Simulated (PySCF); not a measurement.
**Relaxation of doublet Rb3**

Computed with UPBE0 in PySCF with Rb def2-TZVP with ECP28; scalar-relativistic core potentials, no spin–orbit coupling; density-fitted integrals. A (50,194) grid was used.

A hand-made linear chain start, of D∞h symmetry, held to at least that symmetry:

```xyz
3
charge 0 multiplicity 2, angstrom
Rb    0.0000    0.0000    0.0000
Rb    0.0000    0.0000    4.3092
Rb    0.0000    0.0000   -4.3092
```

Optimiser trace:
| step | E − E(last) (kJ/mol) | largest gradient (Eh/bohr) |
| --- | --- | --- |
| 0 | 1.72 | 0.00166 |
| 1 | 1.56 | 0.00157 |
| 2 | 0.12 | 0.00040 |
| 3 | 0.00 | 0.00007 |

It ends at D∞h with Rb–Rb 4.534 Å (×2); Rb–Rb–Rb 180.0° (after a last refinement on a finer grid). A frequency run shows a minimum. Other isomers or separated fragments may lie lower.

Final geometry:
```xyz
3
charge 0 multiplicity 2, angstrom
Rb    0.0000    0.0000    0.0000
Rb    0.0000    0.0000    4.5342
Rb    0.0000    0.0000   -4.5342
```
